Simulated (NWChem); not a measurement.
## Correlation energy of FGe

```xyz
2

Ge     0.0000     0.0000     0.3875
F      0.0000     0.0000    -1.3778
```
Charge 0, spin multiplicity 2.

Program: NWChem. The geometry was optimised at UB3LYP/def2-SVP, a minimum by its harmonic frequencies.

Basis set: def2-SVP. Each correlation energy counts from its own Hartree-Fock reference.

The Hamiltonian is non-relativistic. The correlated methods keep 10 core orbitals frozen. This spin state was chosen for the runs; another may lie lower. The structure started from a generated list of species. The unpaired electrons of the parent sit in orbitals of symmetry b2 (C2v labels of the run); other states weren't searched. The stability of the SCF solutions was not checked. Open-shell Hartree-Fock references start from PBE0 orbitals. No row is a measurement; the coupled-cluster row has its own basis-set and correlation limits.

**Question.** For the correlation energy, UMP2 gives -375.2 mHa and SCS-UMP2 gives -353.2 mHa. What do CCSD on UHF, CCSD[T] on UHF, CCSD(T) on UHF give?

**Answer.** CCSD on UHF: -378.4 mHa; CCSD[T] on UHF: -389.1 mHa; CCSD(T) on UHF: -387.3 mHa.
